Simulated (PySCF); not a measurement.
Work out the structure from these simulated measurements.

Elements present: C, Ge, H, P and Se. Monoisotopic mass: 279.8031 u.

| Item | Value |
| --- | --- |
| UV, strongest line | among the 10 lowest singlet transitions: S5 at 6.30 eV (197 nm, f = 0.098) [TDDFT CAM-B3LYP/def2-SVPD] |
| Valence photoelectron | vertical ionisation energy: 8.51 eV [ΔSCF CAM-B3LYP/def2-SVPD] |
| Triplet | lowest triplet excitation (Tamm–Dancoff): 4.52 eV [TDA CAM-B3LYP/def2-SVPD] |
| Rotational structure | rotational constants A, B, C: 1.272, 0.722, 0.540 GHz [PBE0-D3(BJ)/def2-SVP] |
| UV, first state | lowest singlet excitation: 4.90 eV (253 nm, f = 0.008) [TDDFT CAM-B3LYP/def2-SVPD] |
| Polarisability | 132.5 au [CAM-B3LYP/def2-SVPD] |
| 13C NMR | chemical shifts (computed TMS as zero) by class: -3.5 (1 C) ppm [GIAO HF/pcSseg-1] |
| NMR, other nuclei | isotropic shieldings of nuclei other than C and H, by class: 616 (1 P), 1583 (1 Ge), 1599 (1 Ge), 2548 (1 Se) ppm [GIAO HF/pcSseg-1] |
| XPS | P2p3/2 136.3, C1s 290.3, P1s 2149.8 eV [ΔSCF SCAN, pcX-2 on the ionised atom, pcseg-1 elsewhere, spin-free X2C, 2p3/2 from a spin–orbit splitting computed afterwards within the 2p shell] |

Gas-phase values; electronic properties from PySCF, density fitting. Levels stand in brackets. Geometry: PBE0-D3(BJ)/def2-SVP, one conformer, isolated molecule. Relativistic effects, spin–orbit coupling among them, are left out (core-ionisation runs apart) although an element past zinc is present. NMR classes are plain means over equivalent atoms (diastereotopic ones count apart unless rotation or inversion swaps them), as if these changed places fast.

Q: Which formula fits the mass and the elements?

A: CH9Ge2PSe (calculated 279.8031). No other formula that holds each of these elements comes within 0.0003 u with a fitting electron parity and a possible valence count.

Q: Give a SMILES that accounts for the data.

A: Numbering: `[CH3:1][GeH2:2][Se:3][GeH2:4][PH2:5]`. The one carbon: sp3 carbon bound to germanium [C1] (-3.5 ppm). The other shieldings belong to: 616 ppm, three-coordinate phosphorus [P5]; 1583 ppm, germanium bonded to C, Se and 2 H [Ge2]; 1599 ppm, germanium bonded to P, Se and 2 H [Ge4]; 2548 ppm, selenium bonded to 2 Ge [Se3]. The core levels belong to: P2p3/2 136.3 eV, three-coordinate phosphorus [P5]; C1s 290.3 eV, sp3 carbon bound to germanium [C1]; P1s 2149.8 eV, three-coordinate phosphorus [P5]. No core level of Ge or Se was computed. The first electron is taken from the HOMO, whose largest Löwdin shares are 0.70 on the selenium bonded to 2 Ge, 0.09 on the germanium bonded to P, Se and 2 H, 0.07 on the germanium bonded to C, Se and 2 H and 0.06 on the three-coordinate phosphorus. The optimised geometry has point group C1 and is an asymmetric top. Structure: `[CH3][GeH2][Se][GeH2][PH2]`. The assignments are read from this structure; whether some other isomer fits the data as well wasn't checked. NMR values of atoms bound to Ge lack the spin–orbit term that these neighbours bring.

Conformer computed: `[CH3:1][GeH2:2][Se:3][GeH2:4][PH2:5]`: C1–Ge2–Se3–Ge4 49°, Ge2–Se3–Ge4–P5 42°, H–P5–Ge4–Se3 170°, H–P5–Ge4–Se3 75°.
